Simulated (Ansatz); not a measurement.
Geometry optimisation, RKS B3LYP-D4/STO-3G in Ansatz.

input.yaml

```yaml
crystal:
  periodic: [false, false, false]
  atoms:
    - { symbol: Si, position_ang: [0.0, 0.0, 0.0] }
    - { symbol: O, position_ang: [0.0, 0.0, 1.68] }
    - { symbol: C, position_ang: [-1.1112, -0.3437, 2.4945] }
    - { symbol: H, position_ang: [-1.814, -0.9775, 1.9143] }
    - { symbol: H, position_ang: [-0.7584, -0.9037, 3.3856] }
    - { symbol: H, position_ang: [-1.6313, 0.5809, 2.8212] }
    - { symbol: Si, position_ang: [2.0935, 0.0, -0.7393] }
    - { symbol: H, position_ang: [2.5508, -1.3762, -0.9079] }
    - { symbol: H, position_ang: [2.1573, 0.6939, -2.0222] }
    - { symbol: H, position_ang: [2.951, 0.6823, 0.2255] }
    - { symbol: Si, position_ang: [-1.0456, 1.8115, -0.7393] }
    - { symbol: H, position_ang: [-2.4302, 1.478, -1.0607] }
    - { symbol: H, position_ang: [-1.0215, 2.8436, 0.2931] }
    - { symbol: H, position_ang: [-0.3743, 2.3069, -1.9374] }
    - { symbol: Si, position_ang: [-1.0456, -1.8115, -0.7393] }
    - { symbol: H, position_ang: [-1.7029, -2.4846, 0.3772] }
    - { symbol: H, position_ang: [-2.0454, -1.4265, -1.7311] }
    - { symbol: H, position_ang: [-0.0777, -2.7173, -1.3511] }
basis:
  gaussian: { orbitals: STO-3G }
hamiltonian:
  xc: b3lyp
  dispersion: d4
relax:
  f_tol: 0.02
  max_steps: 40
```

Command:

```bash
$ ansatz run input.yaml --threads 1 --pin off --max-ram 2048MiB --backend cpu --events-out ev --progress --plain --runs-dir out
```

Task: Where does it end, and by what steps?

Result: It converged. The force dipped under the threshold on the way, but the program's further checks kept it going. Limits of this set-up: minimal basis. After 22 steps the energy has fallen by 0.558 eV; H16 moved furthest, 1.04 Å.

| step | energy less start (eV) | largest force component (eV/Å) | accepted |
| --- | --- | --- | --- |
| 0 | 0.0000 | 2.426 | yes |
| 1 | -0.3647 | 0.752 | yes |
| 2 | -0.4326 | 0.438 | yes |
| 3 | -0.4876 | 0.149 | yes |
| 4 | -0.5060 | 0.578 | yes |
| 5 | -0.5281 | 0.128 | yes |
| 6 | -0.5348 | 0.014 | yes |
| 7 | -0.5334 | 0.306 | no |
| 8 | -0.5382 | 0.078 | yes |
| 9 | -0.5384 | 0.166 | yes |
| 10 | -0.5416 | 0.113 | yes |
| 11 | -0.5448 | 0.020 | yes |
| 12 | -0.5470 | 0.106 | yes |
| 13 | -0.5485 | 0.077 | yes |
| 14 | -0.5503 | 0.045 | yes |
| 15 | -0.5505 | 0.182 | yes |
| 16 | -0.5527 | 0.094 | yes |
| 17 | -0.5546 | 0.010 | yes |
| 18 | -0.5502 | 0.310 | no |
| 19 | -0.5560 | 0.066 | yes |
| 20 | -0.5561 | 0.138 | yes |
| 21 | -0.5575 | 0.061 | yes |
| 22 | -0.5585 | 0.005 | yes |

```xyz
18
Properties=species:S:1:pos:R:3
Si 0.020 -0.096 0.015
O 0.223 -0.326 1.735
C -1.066 -0.356 2.421
H -1.731 -1.185 2.086
H -0.864 -0.506 3.501
H -1.645 0.591 2.317
Si 2.145 0.033 -0.754
H 2.904 -1.148 -0.414
H 2.144 0.154 -2.194
H 2.837 1.183 -0.218
Si -1.118 1.821 -0.431
H -2.539 1.679 -0.202
H -0.651 2.928 0.373
H -0.941 2.184 -1.818
Si -1.067 -1.851 -0.937
H -2.357 -2.093 -0.331
H -1.296 -1.580 -2.338
H -0.304 -3.075 -0.848
```

Whether the end is a true minimum wasn't checked by a vibrational analysis.

Run time: 2.2 min on 1 thread of Arm Neoverse V1, with other jobs on the host, peak memory 0.17 GiB.
